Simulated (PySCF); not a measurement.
Compound: C₅H₉OP.
Atom-mapped SMILES: `[CH2:1]=[C:2]([CH3:3])/[P:4]=[CH:5]/[O:6][CH3:7]` (hydrogens: H8, H9 on C1; H10, H11, H12 on C3; H13 on C5; H14, H15, H16 on C7)

Geometry (PBE0-D3(BJ)/def2-SVP, Å), atoms numbered from 1 in this order:
```
atom  x, y, z in Å
C1    -1.1286    0.5405   -2.9611
C2    -0.6683    0.4655   -1.7001
C3    -0.7392    1.6397   -0.7709
P4     0.0356   -1.1550   -1.2283
C5     0.4870   -0.8728    0.3783
O6     1.0737   -1.8232    1.1119
C7     1.3114   -1.5208    2.4633
H8    -1.5716    1.4627   -3.3517
H9    -1.0776   -0.3149   -3.6422
H10   -1.1996    2.5064   -1.2676
H11    0.2640    1.9380   -0.4248
H12   -1.3360    1.4061    0.1261
H13    0.3343    0.0859    0.8961
H14    1.8362   -2.3794    2.9008
H15    1.9448   -0.6225    2.5696
H16    0.3665   -1.3621    3.0118
```

Linear response at CAM-B3LYP/def2-SVPD (PySCF, frozen core in the response, non-relativistic).

Static isotropic polarisability: 101.33 au (15.02 Å³), principal values 65.4, 86.8, 151.8 au.

Task: What is the polarisability at 1064 nm and at the sodium D line?

Result: 103.23 au at 1064 nm (+1.9 %), 108.31 au at 589.3 nm (+6.9 %). The rise at 589.3 nm is 3.67 times that at 1064 nm; a pure ω² law gives 3.26. The lowest singlet lies at 272 nm, shorter than both wavelengths.

Task: What is the isotropic C6 coefficient between two such molecules, C6 = (3/π)∫α(iω)² dω?

Result: 3425 au (Eh·bohr⁶) by a ten-point quadrature over imaginary frequencies, which is 2050 eV·Å⁶ or 197 J·nm⁶/mol.

Task: Which effective excitation energy ω̄ makes London's formula C6 = (3/4)α²ω̄ exact here?

Result: ω̄ = 4·C6/(3α²) = 0.445 Eh = 12.1 eV. A one-pole form α(ω) = α/(1 − ω²/ω̄²) fitted to the 1064 nm value gives 8.6 eV. London's choice of the ionisation energy (7.83 eV, ΔSCF at the same level) gives C6 = 2220 au, 35 % too low.

Task: How anisotropic is the static polarisability, by Δα² = ½[(α1 − α2)² + (α2 − α3)² + (α3 − α1)²]?

Result: Δα = 77.9 au, or 0.77 of the isotropic value.

Task: What three-body coefficient follows from the one-pole estimate C9 = (3/4)·α·C6?

Result: 260000 au. This is an estimate from the two numbers above, not a computed integral.

Task: What molar refraction at the D line follows from R = (4π/3)·N_A·α′, with α′ the polarisability volume?

Result: α′ = 16.05 Å³ gives R = 40.48 cm³/mol, for isolated, non-vibrating species.

Task: The lowest 10 singlets have (eV, f): 4.57, 0.437; 4.96, 0.007; 5.52, 0.016; 5.90, 0.030; 6.10, 0.008; 6.46, 0.068; 6.54, 0.007; 6.77, 0.002; 6.81, 0.004; 7.03, 0.000. What share of the static polarisability do they carry in the sum over states α = Σ f/ω²?

Result: 18.34 au, 18.1 % of α; the largest term, 15.50 au, is that of the state at 4.57 eV. Their oscillator strengths add up to 0.58. Higher states carry the rest.

Hardware: one thread of an Arm Neoverse V2, no GPU, shared host. Cost: 2.3 min (grids of density and orbitals included), 1.0 GiB resident at most. This is the whole response run at CAM-B3LYP/def2-SVPD, SCF included.

One conformer stands for the species.
